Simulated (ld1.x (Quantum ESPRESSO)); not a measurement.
cerium: variants of one TM potential

Base potential:

| Property | Result |
| --- | --- |
| Element | Ce (Z = 58) |
| Generator | ld1.x (Quantum ESPRESSO) 7.5 |
| Type | norm-conserving Troullier–Martins (Kleinman–Bylander form) |
| Functional | PBEsol |
| Relativity | scalar-relativistic |
| Frozen core | [Xe] |
| Valence charge | 4 |
| Reference configuration | 4f1 5d2 6s1 6p0 |
| Partial waves | 6s (bound): rc 3.50 bohr; 5d (bound): rc 3.85 bohr; 4f (bound): rc 1.35 bohr; 6p (bound, empty): rc 3.65 bohr |
| Local potential | the p channel |
| Core correction | Bessel-smoothed model core inside 0.85 bohr |

All-electron outer shells of the reference configuration (PBEsol, scalar-relativistic, ld1.x):

```json
{"shell": "5s", "level (eV)": "-39.03", "outermost node (bohr)": "0.75", "outermost maximum (bohr)": "1.37"}
{"shell": "5p", "level (eV)": "-21.75", "outermost node (bohr)": "0.81", "outermost maximum (bohr)": "1.55"}
{"shell": "4f", "level (eV)": "-3.83", "outermost node (bohr)": "–", "outermost maximum (bohr)": "0.71"}
{"shell": "6s", "level (eV)": "-3.22", "outermost node (bohr)": "1.83", "outermost maximum (bohr)": "3.82"}
{"shell": "5d", "level (eV)": "-2.13", "outermost node (bohr)": "0.92", "outermost maximum (bohr)": "2.23"}
{"shell": "6p", "level (eV)": "-1.04", "outermost node (bohr)": "2.18", "outermost maximum (bohr)": "5.15"}
```

Cutoffs, loose and tight: the cutoffs (Ry, on a coarse ladder) from which the occupation-weighted sum of valence levels, in a spherical-Bessel basis at the reference potential, stays within 10 and 1 mRy of its value at 400 Ry. They do not see the model core or the augmentation charge, which bear on the density cutoff. Test errors are all-electron minus pseudo excitation energies from the reference, over the configurations 4f1 5d1 6s2 6p0; 4f1 5d1 6s1 6p0; 4f1 5d1 6s0 6p0; 4f1 5d0 6s0 6p0; 4f1 5d1 6s1 6p1; 4f1 5d2 6s0 6p0; 4f1 5d1 6s0 6p2. A dash means not determined; rows that change the core or the reference have their own tests. The largest error is taken over the tests solved by every variant that gives reliable tests at all: 4f1 5d0 6s0 6p0; 4f1 5d1 6s0 6p0; 4f1 5d2 6s0 6p0.

A true bound ghost makes a file unfit for plane-wave use even where its test errors are small: the radial tests pick states by their node count and pass the ghost by. Where a test does run into it, the solver fails or the error is huge.

| change | outcome | cutoff, loose | cutoff, tight | bound ghosts | largest test error (meV) |
| --- | --- | --- | --- | --- | --- |
| base | generated | 160 Ry | 200 Ry | s | -637 |
| all radii but the core radius scaled by about 0.76 (s 2.68, p 2.78, d 2.94, f 1.04 bohr) | generated | 230 Ry | 300 Ry | s, p (extra level of the local part) | -774 |
| all radii but the core radius scaled by about 1.05 (s 3.68, p 3.84, d 4.06, f 1.42 bohr) | generated | 160 Ry | 180 Ry | s | -593 |
| all radii but the core radius scaled by about 1.20 (s 4.20, p 4.38, d 4.62, f 1.62 bohr) | generated | 120 Ry | 140 Ry | none | -374 |
| all radii but the core radius scaled by about 1.27 (s 4.44, p 4.62, d 4.88, f 1.70 bohr) | generated | 110 Ry | 140 Ry | none | -265 |
| all radii but the core radius scaled by about 1.37 (s 4.78, p 5.00, d 5.26, f 1.84 bohr) | generated | 100 Ry | 120 Ry | none | -137 |

(1) What comes out with this change to the base: all radii but the core radius scaled by about 0.87 (s 3.04, p 3.16, d 3.34, f 1.18 bohr)?

Answers

(1) outcome: generated; cutoff, loose: 200 Ry; cutoff, tight: 230 Ry; bound ghosts: s; largest test error (meV): -719.

Reading the sweep of the scale of all radii but the core radius (base = 1) (base included, trends over the rows without a ghost): Bound ghosts are found at 0.76, 0.87, 1, 1.05.
